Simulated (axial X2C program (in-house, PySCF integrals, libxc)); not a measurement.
**Worked dissociation energy of SnPt: M06, without spin–orbit coupling**

Calculated with an in-house all-electron X2C program for linear molecules (integrals from PySCF). Spin-free means the one-electron spin-free X2C Hamiltonian. Basis: Pt dyall-v2z [11s12p9d5f], Sn dyall-v2z [9s9p7d] (cores contracted in-house); Gaussian nuclei, density fitting, unrestricted open shells. Masses: Pt 194.965 u, Sn 119.902 u.

Molecular state: M_S = 0, Λ = 0 (closed shell).

```
E(Pt) (2M_S = 2, M_L = 1) : -18416.259341 hartree
E(Sn) (2M_S = 2, M_L = 1) : -6176.652612 hartree
E(SnPt) at Re             : -24593.056254 hartree
ωe                        : 256.1 cm⁻¹
ωexe                      : 0.433 cm⁻¹
```

Question: Work out De and D0.

Answer: De = -18416.259341 + (-6176.652612) − (-24593.056254) = 0.14430 hartree = 3.927 eV. The zero-point energy is ωe/2 − ωexe/4 = 128 cm⁻¹ = 0.016 eV, so D0 = 3.911 eV.

The state is a single determinant with fixed occupations, the lowest that a limited PBE0 search found. Closed shells are restricted here (equal orbitals for both partners); the stretched side of such a curve lies too high. Dissociation energies refer to the lowest single-determinant-based atoms at the same level and basis. The functionals have no current-density term, which raises determinants with orbital currents, atoms included. Spin-free De lacks the spin–orbit lowering of the heavy p-block atom, a tenth of an eV or more for 4p and 5p, up to an eV for 6p and one to two eV for 7p atoms, less what an open-shell molecule gains itself.

Each atomic determinant is the lowest at this level and need not be a pure term. Totals compare only within one Hamiltonian and basis.
